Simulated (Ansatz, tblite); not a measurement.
Cost and result up the ladder for Ag2Se⁻ (the lowest doublet isomer of a short search) (3 atoms). Charge -1, multiplicity 2. Geometry: r2SCAN-D4/def2-TZVPD.

```xyz
3

Ag   -0.473   -1.108    0.944
Ag    1.372    0.678    0.031
Se   -0.898    0.430   -0.975
```

Ansatz on 4 threads of Arm Neoverse V2 on a shared host; xTB runs through tblite on one thread. Times are rough, summed over both states, and most runs start from the orbitals of an earlier one. PBE-QIDH/def2-TZVPD serves as the yardstick here, not as an exact answer. Differences are given only for rows in sets of like size (and for xTB, whose basis is part of the method), since another set adds its own error. The other state is a quartet at its own geometry.

In the def2 sets Ag takes a core potential; there is no spin–orbit coupling. The xTB rows come from tblite. LC-ωPBE has ω = 0.4 bohr⁻¹. B3LYP takes the VWN-RPA correlation. HSE06 is defined as in plane-wave codes, on full-range PBE exchange. Correlated methods freeze 9 core orbitals; core or outer-core shells of Ag, Se are correlated, in sets that lack core-valence functions. The rows differ in basis, and correlated rows in double-zeta sets carry the largest basis error. The structure comes from a short search, and lower isomers may exist.

Run but left out: HF/STO-3G (doublet: ⟨S²⟩ 2.08, where a pure state has 0.75).

Correlated methods converge slowly with the basis, most of all in double-zeta sets.

xTB has no spin-polarisation term.

| level | functions | wall time |
| --- | --- | --- |
| GFN1-xTB | 27 | 0.005 s |
| GFN2-xTB | 27 | 0.006 s |
| MP2/def2-TZVPD | 137 | 4.8 s |
| PBE-D4/def2-TZVPD | 137 | 4.8 s |
| B3LYP-D4/def2-TZVPD | 137 | 7.3 s |
| HSE06-D4/def2-TZVPD | 137 | 7.8 s |
| RPA@PBE/def2-TZVPD | 137 | 8.1 s |
| PBE0-D4/def2-TZVPD | 137 | 9.6 s |
| r2SCAN-D4/def2-TZVPD (with forces) | 137 | 12 s |
| LC-ωPBE/def2-TZVPD | 137 | 12 s |
| r2SCANh-D4/def2-TZVPD | 137 | 14 s |
| PBE-QIDH/def2-TZVPD | 137 | 15 s |
| CCSD(T)/def2-SVPD | 109 | 46 s |

(1) Estimate what each level gives for the quartet − doublet (eV).

Answers

(1) 
| level | quartet − doublet (eV) | difference from PBE-QIDH/def2-TZVPD (eV) | remarks |
| --- | --- | --- | --- |
| GFN1-xTB | 2.67 | 1.21 | – |
| GFN2-xTB | 1.95 | 0.49 | – |
| MP2/def2-TZVPD | 1.63 | 0.17 | – |
| PBE-D4/def2-TZVPD | 1.51 | 0.05 | HOMO above zero (doublet), HOMO above zero (quartet) |
| B3LYP-D4/def2-TZVPD | 1.45 | -0.01 | HOMO above zero (doublet), HOMO above zero (quartet) |
| HSE06-D4/def2-TZVPD | 1.44 | -0.02 | HOMO above zero (doublet), HOMO above zero (quartet) |
| RPA@PBE/def2-TZVPD | 1.57 | 0.11 | – |
| PBE0-D4/def2-TZVPD | 1.42 | -0.04 | HOMO above zero (doublet), HOMO above zero (quartet) |
| r2SCAN-D4/def2-TZVPD (with forces) | 1.35 | -0.11 | HOMO above zero (doublet), HOMO above zero (quartet) |
| LC-ωPBE/def2-TZVPD | 1.13 | -0.33 | – |
| r2SCANh-D4/def2-TZVPD | 1.33 | -0.13 | HOMO above zero (doublet), HOMO above zero (quartet) |
| PBE-QIDH/def2-TZVPD | 1.46 | 0.00 | – |
| CCSD(T)/def2-SVPD | 1.40 | – | – |
